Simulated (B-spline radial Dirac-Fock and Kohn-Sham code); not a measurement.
Calculated with a radial B-spline solver, using Dirac-Fock ΔSCF + Breit + QED. Electron correlation is not included.

Q: An atom or ion in its tabulated ground configuration has these computed binding energies (the last is its least bound level). Which is it?

| level | binding energy (eV) |
| --- | --- |
| 2p3/2 | 5097.5 |
| 3s | 1304.2 |
| 3p1/2 | 1153.5 |
| 4p1/2 | 266.3 |
| 4d5/2 | 157.0 |
| 5s | 95.72 |
| 5p | 80.67 |

A: Cs⁶⁺: Z = 55 with 49 electrons, [Kr] 4d10 5s2 5p1.

Q: An atom or ion in its tabulated ground configuration has these computed binding energies (the last is its least bound level). Which is it?

```tsv
level	binding energy (eV)
1s	27751.4
2s	5040.4
2p1/2	4750.1
2p3/2	4558.5
3p1/2	1537.9
3p3/2	1497.7
3d	1318.4
```

A: Cd²⁵⁺: Z = 48 with 23 electrons, [Ar] 3d5. The hydrogen-like estimate √(E/Ry) = 45.2 for the K level lies 2.8 below Z (screening lowers it, relativity raises it); the outermost level, at 1318.4 eV, fixes the charge.
